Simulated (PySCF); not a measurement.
# What a mistake does to a calculation on Al2BH5N cation

Calculated results; nothing here was measured. The program is PySCF 2.14.0, an open-source quantum chemistry code, run on an isolated molecule that a program drew, which may never have been made. The molecule is Al2BH5N cation (charge +1, singlet), drawn as the SMILES string `[BH+][NH][AlH][AlH2]`.

Each row is a Hartree-Fock (HF) and frozen-core CCSD(T) single point in the cc-pV(D+d)Z basis, meant for a local HF minimum. Run 1 is clean. Each other run has one planted mistake out of seven kinds, and not every kind appears here: one electron removed, one electron added, multiplicity raised by two, geometry at a saddle point, minimal basis STO-3G, one bond length entered in bohr, all coordinates scaled. The reference is restricted for singlets and unrestricted otherwise, and also for a bond in bohr. Adding or removing an electron swaps singlet and doublet. Electrons count all cores. HOMO and LUMO are orbital energies over both spins, the gradient is its largest component, and the lowest frequency (negative if imaginary) is given only where the gradient is small. Bond lengths are over the 8 bonds as drawn. T1 is the CCSD diagnostic: over 0.02 (restricted) or 0.045 (unrestricted) a single reference is doubtful.

Geometry of the clean run:
```xyz
9
Al2BH5N cation, angstrom
B    -1.2769   -0.9248   -1.3647
N    -0.0231   -1.1665   -1.1418
Al    1.0041   -0.9615    0.5492
Al   -0.4490   -0.0722    2.5663
H    -2.4146   -0.6895   -1.5068
H     0.5469   -1.5083   -1.9081
H     2.4425   -1.4186    0.1350
H    -1.9530    0.1799    2.1573
H     0.1703    0.1586    3.9836
```

| run | electrons | basis functions | <S^2> | HOMO (eV) | LUMO (eV) | gradient (hartree/bohr) | lowest frequency (cm^-1) | mean bond (Å) | longest bond (Å) | T1 | HF (hartree) | CCSD(T) (hartree) | mistake |
|---|---|---|---|---|---|---|---|---|---|---|---|---|---|
| 1 | 42 | 99 | 0.000 | -13.75 | -4.01 | 2.2e-05 | 64 | 1.6023 | 2.640 | 0.0150 | -565.67433 | -566.08366 | no fault |
| 2 | 41 | 99 | 0.777 | -20.64 | -12.00 | 6.2e-02 | - | 1.6023 | 2.640 | 0.0191 | -565.20215 | -565.58647 | one electron removed |
| 3 | 42 | 99 | 2.003 | -11.17 | -5.63 | 1.6e-02 | - | 1.6023 | 2.640 | 0.0217 | -565.58773 | -565.98640 | multiplicity raised by two |
| 4 | 43 | 99 | 0.766 | -4.90 | 0.90 | 3.6e-02 | - | 1.6023 | 2.640 | 0.0198 | -565.83730 | -566.26850 | one electron added |
| 5 | 42 | 99 | 0.000 | -13.31 | -3.88 | 7.2e-02 | - | 1.7561 | 2.894 | 0.0192 | -565.61724 | -566.04179 | ? |

**Which mistake was planted in run 5, and what did it cost?**

The mean and the longest bond both change by the same factor, 1.096, and the gradient is no longer small. So the mistake is: all coordinates scaled. Subtracting run 1 and multiplying by 627.51 kcal/mol a hartree, the energy moved by 35.8 kcal/mol in HF and 26.3 kcal/mol in CCSD(T).

